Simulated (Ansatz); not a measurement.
`N[Si](F)(F)S` and `N[Si](O)(F)F` differ in one element.

Ansatz, PBE0-D4/def2-TZVP geometries, multiplicity 1. Each molecule was computed in one conformer, which needn't be the lowest.

| property | `N[Si](F)(F)S` |
| --- | --- |
| HOMO energy (ωB97M-V/def2-TZVPP) / eV | -10.24 |
| LUMO energy (ωB97M-V/def2-TZVPP) / eV | 1.96 |
| HOMO–LUMO gap (ωB97M-V/def2-TZVPP) / eV | 12.20 |
| HOMO–LUMO gap (PBE/def2-TZVPP) / eV | 6.10 |
| ideal-gas entropy at 298 K and 1 bar (rigid rotor, harmonic PBE0-D4/def2-TZVP) / J/(mol·K) | 343 |
| LUMO energy (PBE/def2-TZVPP) / eV | -0.62 |

(1) What does the change do to each property? (Best estimate.)

Answers

(1) The calculation gave: 
```
                                                                                  property  `N[Si](O)(F)F`  shift
                                                     HOMO energy (ωB97M-V/def2-TZVPP) / eV          -10.81  -0.57
                                                     LUMO energy (ωB97M-V/def2-TZVPP) / eV            1.87  -0.09
                                                   HOMO–LUMO gap (ωB97M-V/def2-TZVPP) / eV           12.67   0.47
                                                       HOMO–LUMO gap (PBE/def2-TZVPP) / eV            6.36   0.26
ideal-gas entropy at 298 K and 1 bar (rigid rotor, harmonic PBE0-D4/def2-TZVP) / J/(mol·K)             326    -17
                                                         LUMO energy (PBE/def2-TZVPP) / eV           -0.44   0.18
```

With PBE0 the HOMO falls by 0.35 eV and the LUMO rises by 0.13 eV, so the gap widens by about 0.48 eV. PBE moves the HOMO by -0.08 eV and ωB97M-V by -0.57 eV.

Positive LUMOs are unbound, so they and the gaps depend on the basis.
